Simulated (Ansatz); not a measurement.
`[GeH3][O][GeH3]` + `CCBO` → `O[BH][GeH3]` + `CC[O][GeH3]`  (redistribution)

Isolated molecules relaxed with PBE0-D4/def2-TZVP in Ansatz; ΔE leaves out vibrations. CCSD(T)/CBS adds triple-zeta CCSD(T) − MP2 to the extrapolated MP2 energy (def2 sets, frozen cores). Functionals use def2-TZVPP. B3LYP here is the variant with VWN-RPA as its local correlation; programs differ in this. For Ge outer-core shells are correlated without core-valence functions, which leaves a few kJ/mol of doubt a bond. Scalar relativity is left out up to krypton. Each species was taken in one conformer, which may not be the lowest.

```json
{"species": "`[GeH3][O][GeH3]`", "B3LYP energy (Eh)": "-4232.99079"}
{"species": "`CCBO`", "B3LYP energy (Eh)": "-180.63577"}
{"species": "`O[BH][GeH3]`", "B3LYP energy (Eh)": "-2180.20907"}
{"species": "`CC[O][GeH3]`", "B3LYP energy (Eh)": "-2233.37344"}
```

Work out ΔE.

ΔE = (-2180.20907) + (-2233.37344) − (-4232.99079) − (-180.63577) = 0.04405 Eh = +115.7 kJ/mol. CCSD(T)/CBS gives +120.0 kJ/mol.

Largest T1 diagnostic among the species: 0.013.

From BLYP to BHLYP (50 % exact exchange), in def2-TZVPP and without D4, ΔE moves by +13.1 kJ/mol. Leaving LDA and LC-ωPBE aside and taking each functional with its dispersion term where it has one, the values, not all of them listed here, spread over 18.8 kJ/mol, from PBE-D4 to BHLYP-D4. LDA lies −4.4 kJ/mol from PBE without D4.
